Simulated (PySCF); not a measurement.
Species: C₉H₁₃P.
Structure used (GFN2-xTB), in Å, numbered top down from 1:
```
atom  x, y, z in Å
C1     2.570   -0.957    0.215
C2     1.927   -1.199   -0.917
P3     0.987    0.229   -1.556
C4    -0.572   -0.052   -0.649
C5    -0.995   -1.155   -0.040
C6    -2.388   -1.010    0.494
C7    -2.656    0.500    0.382
C8    -1.644    1.010   -0.654
C9     1.852    1.315   -0.297
C10    2.399    0.407    0.807
H11    3.175   -1.686    0.736
H12    1.952   -2.135   -1.452
H13   -0.444   -2.074    0.061
H14   -2.478   -1.375    1.518
H15   -3.084   -1.586   -0.124
H16   -2.465    0.977    1.345
H17   -3.684    0.718    0.095
H18   -1.257    2.000   -0.408
H19   -2.086    1.071   -1.653
H20    2.673    1.811   -0.821
H21    1.184    2.089    0.081
H22    3.340    0.790    1.207
H23    1.690    0.339    1.639
```

NICS is the negative of the GIAO shielding at a point without a nucleus: at the ring centre (0) and 1 Å above and below it (1); zz is the component along the ring normal. Level: GIAO PBE0/pcSseg-1 (PySCF, non-relativistic, gas phase) on the GFN2-xTB geometry, one conformer.

Ring bond lengths (Å), with Mayer bond orders in brackets: C1–C2 1.325 (1.86), C2–P3 1.824 (0.97), P3–C9 1.874 (0.98), C9–C10 1.530 (1.01), C10–C1 1.497 (1.03); C4–C5 1.329 (1.82), C5–C6 1.499 (1.03), C6–C7 1.538 (1.03), C7–C8 1.536 (1.03), C8–C4 1.508 (1.01).

**Question.** What do the NICS probes read (ppm)?

**Answer.** 
```
           ring                                                     type  NICS(0)  NICS(1), two faces  NICS(1)zz, two faces  rms pucker (Å)  centre to ring atoms, mean (Å)
C1–C2–P3–C9–C10  5-membered ring with P; formal bonds 1 double, 4 single     -3.2         -3.0 / -4.4           -4.0 / -5.8            0.11                            1.36
 C4–C5–C6–C7–C8   5-membered carbocycle; formal bonds 1 double, 4 single     -2.2         -2.6 / -4.0           -2.3 / -3.3            0.10                            1.25
```

**Question.** What do they say, and how far can they be read as aromaticity?

**Answer.** 
- C1–C2–P3–C9–C10: mean NICS(1)zz -4.9 ppm, shielded. C9, C10 have four or more neighbours, and the NICS criterion for π rings isn't applied.
- C4–C5–C6–C7–C8: mean NICS(1)zz -2.8 ppm, near zero. C6, C7, C8 have four or more neighbours, and the NICS criterion for π rings isn't applied.

**Question.** Give the inner angles of the rings and the Hirshfeld charges of the ring atoms.

**Answer.** 
- C1–C2–P3–C9–C10: C1 116.7° (-0.035 e), C2 114.0° (-0.105 e), P3 88.9° (+0.136 e), C9 107.8° (-0.112 e), C10 107.2° (-0.072 e); sum 534.6° against 540° for a flat convex ring.
- C4–C5–C6–C7–C8: C4 111.1° (-0.058 e), C5 112.2° (-0.056 e), C6 103.4° (-0.072 e), C7 105.1° (-0.066 e), C8 103.4° (-0.076 e); sum 535.2° against 540° for a flat convex ring.

**Question.** How shielded are the nuclei of the rings and their hydrogens (means over atoms taken as equivalent)?

**Answer.** 
| atoms | environment | σ isotropic (ppm) |
| --- | --- | --- |
| C1 | alkene CH carbon | 35.0 |
| C2 | alkene CH carbon | 48.8 |
| P3 | phosphine phosphorus | 349.3 |
| C4 | fully substituted alkene carbon | 33.0 |
| C5 | alkene CH carbon | 45.8 |
| C6 | allylic carbon | 148.5 |
| C7 | ring CH2 carbon | 160.2 |
| C8 | allylic carbon | 146.9 |
| C9 | sp3 carbon bound to phosphorus | 159.1 |
| C10 | allylic carbon | 149.5 |
| H11 | vinylic hydrogen | 24.95 |
| H12 | vinylic hydrogen | 25.23 |
| H13 | vinylic hydrogen | 25.90 |
| H14 (×2) | methylene hydrogen | 29.22 |

The list is cut; further classes of hydrogen are left out.
